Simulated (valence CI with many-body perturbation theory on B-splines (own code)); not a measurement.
**Sensitivity of CI+MBPT for Re LXXI**

Computed by configuration interaction combined with many-body perturbation theory (CI+MBPT): three valence electrons over a frozen Dirac-Fock core [He], a basis of 6 s, 6 p, 5 d, 3 f, 1 g functions for each j, with the one-electron correlation potential Σ1, the two-electron term Σ2, the three-electron term Σ3, Breit, model QED; selected CI, second order for the rest, scaled by the run's own slope (own B-spline code, finite nucleus).

The last digits are not significant, and no measured levels were compared; by estimate large intervals hold to a few tenths of a per cent, small ones and those within an open d or f shell to about a per cent.

The reference run has the lowest level (2s^2 2p1/2) J=1/2 and an ionisation energy of 19416.5 eV. Its largest variational space holds 3404 state functions.

Levels are named by their leading jj configuration (3d3/2^4 stands for four electrons in 3d with j = 3/2), which in mixed levels can hold well under half, so a name can repeat and another be missing. Letters in brackets count levels of one name in rising energy.

```tsv
Level	Reference (eV)	Shift (cm⁻¹)
(2s 2p1/2^2) J=1/2	277.7	-146
(2s^2 2p3/2) J=3/2	1555.6	-23
(2s 2p1/2 2p3/2) J=3/2 [a]	1751.5	-213
(2s 2p1/2 2p3/2) J=5/2	1792.5	-213
(2s 2p1/2 2p3/2) J=1/2	1866.8	-212
(2s 2p1/2 2p3/2) J=3/2 [b]	1868.8	-213
(2p1/2^2 2p3/2) J=3/2	2156.5	-117
(2s 2p3/2^2) J=5/2	3324.9	-213
(2s 2p3/2^2) J=1/2	3436.5	-102
(2s 2p3/2^2) J=3/2	3437.1	-213
(2p1/2 2p3/2^2) J=3/2	3661.5	-213
(2p1/2 2p3/2^2) J=5/2	3684.2	-213
```

The ionisation energy moves by -0.0036 eV.

Question: Which of these changes was made?
A. logarithmic knot step 0.27 → 0.33
B. scale of Σ1 1 → 0; scale of Σ2 1 → 0; three-electron term on → off
C. correlating orbitals by l 3 3 3 2 1 → 0 0 0 0 0
D. hole-hole ladder in Σ2 on → off

Answer: D. hole-hole ladder in Σ2 on → off.
